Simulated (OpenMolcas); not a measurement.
Cr2+, Mo2+, W2+: d⁴ down the group

| Item | Value |
| --- | --- |
| Program | OpenMolcas |
| Method | SS-CASPT2, IPEA 0.25 Eh, imaginary shift 0.1 Eh |
| Basis | ANO-RCC-VTZP |
| Scalar Hamiltonian | DKH2, point nucleus |
| Spin-orbit coupling | state interaction with AMFI integrals over the reference wave functions, term energies averaged over their components |

Active space for each ion: 4 electrons in 5 orbitals (d); closed shells correlated by CASPT2: Cr2+ 3s 3p; Mo2+ 4s 4p; W2+ 5s 5p.

Computed levels in cm-1 above ⁵D₀:

```csv
Level,Cr2+,Mo2+,W2+
⁵D₁,65.8,236,2220
⁵D₂,195,655,4450
⁵D₃,383,1203,6370
⁵D₄,623,1845,7940
³P₀(1),17410,12300,12170
³P₁(1),17810,13550,16190
³H₄,18190,13810,15290
³H₅,18330,14370,18460
³H₆,18490,14890,20050
weight of ⁵D in the lowest level (%),100,98,71
```

Mixed levels, with the weight of the term that names them: W2+ ⁵D₀ (71 %), W2+ ³P₀(1) (62 %), W2+ ³H₄ (59 %).

Measured, with the error of the calculation in %. Measured levels: Cr2+ from Sugar and Corliss, J. Phys. Chem. Ref. Data 6, 317 (1977); Mo2+ from Sugar and Musgrove, J. Phys. Chem. Ref. Data 17, 155 (1988); W2+ from NIST levels as listed in McCann et al., Mon. Not. R. Astron. Soc. 538, 537 (2025).

```json
{"Level": "⁵D₁", "Cr2+": "62.2 (+5.8)", "Mo2+": "242 (-2.6)", "W2+": "2256 (-1.7)"}
{"Level": "⁵D₂", "Cr2+": "183 (+6.4)", "Mo2+": "668 (-2.0)", "W2+": "4461 (-0.1)"}
{"Level": "⁵D₃", "Cr2+": "357 (+7.3)", "Mo2+": "1224 (-1.7)", "W2+": "6278 (+1.5)"}
{"Level": "⁵D₄", "Cr2+": "576 (+8.2)", "Mo2+": "1872 (-1.4)", "W2+": "7687 (+3.3)"}
{"Level": "³P₀(1)", "Cr2+": "16771 (+3.8)", "Mo2+": "11149 (+10.3)", "W2+": "9904 (+22.9)"}
{"Level": "³P₁(1)", "Cr2+": "17169 (+3.7)", "Mo2+": "12510 (+8.3)", "W2+": "12881 (+25.7)"}
{"Level": "³H₄", "Cr2+": "17274 (+5.3)", "Mo2+": "12680 (+8.9)", "W2+": "13701 (+11.6)"}
{"Level": "³H₅", "Cr2+": "17397 (+5.4)", "Mo2+": "13276 (+8.3)", "W2+": ""}
{"Level": "³H₆", "Cr2+": "17531 (+5.5)", "Mo2+": "13811 (+7.8)", "W2+": ""}
```

The fine-structure level ⁵D₄ changes by a factor of 12.7 from Cr2+ to W2+.

Without spin-orbit coupling ³P(1) lies 17780, 13220, 11150 cm-1 above ⁵D in that order; the difference to the level ³P₀(1), of either sign, comes from spin-orbit coupling, which also lowers the zero.

CASPT2 breaks the degeneracy within a term, and the mean is taken; among the terms shown or strongly mixed into the levels shown the widest spread is 330 cm-1 (5d⁴ ¹G(1), W2+). Over all roots computed the reference weight is 0.90 to 0.95 in W2+; the roots of lowest weight are the least certain, and an intruder state may touch them. Terms from blocks run as CI alone lack orbitals of their own. Levels of configurations with an s electron are missing; early in the row they begin among the upper levels of the d shell and mix with terms of their name (holds for Mo2+). Configurations with an s electron lie low in 5d ions of this charge, fall among these levels and mix in, so low-spin terms can stand far too high, up to twice their true height, and weights are not those of the real levels (holds for W2+). Some levels mix across a computed gap that differs much from the measured one, so their mixing is not that of the real levels (holds for W2+). Some terms miss by over 15 % even with CASPT2, which points to a basis or an active space too small for the shells correlated (holds for W2+). Measured partners are found by configuration, term and J. A level has none where our copy of the source lacks it or the pairing is in doubt (some pairs that miss far off the trend of their configuration count as doubtful), and it then counts in no deviation. Only configurations of the active space appear.

A number in round brackets counts repeated terms of one configuration in the order of the reference energies.
